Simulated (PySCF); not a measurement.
These 2 structures share the formula C2H7ClOSi. Level of theory: PBE0-D3(BJ)/def2-SVP geometry optimisation, gas phase in PySCF. Energies are electronic, without zero-point or thermal terms, for one conformer each. No frequencies were run at this level. Point groups hold within 0.08 Å.

Question: Order them by energy at this level, lowest first, and give relative energies in kJ/mol.
A. `[CH3:1][CH2:2][O:3][SiH2:4][Cl:5]` with C1–C2–O3–Si4 173°, C2–O3–Si4–Cl5 -173°
B. `[CH3:1][C@@H:2]([Cl:3])[SiH2:4][OH:5]` with C1–C2–Si4–O5 -173°, C2–Si4–O5–H 46°

Answer: A (0.0), B (86.7).

As drawn, the higher has an O–H bond and an Si–C bond, which the lower lacks.

```
            SMILES      E (Eh)  E rel (kJ/mol)  dipole (D)  point group     A, B, C (MHz)
       CCO[SiH2]Cl  -904.62213             0.0        2.47      near Cs  9248, 1262, 1142
C[C@@H](Cl)[SiH2]O  -904.58913            86.7        1.51           C1  3982, 2333, 1582
```
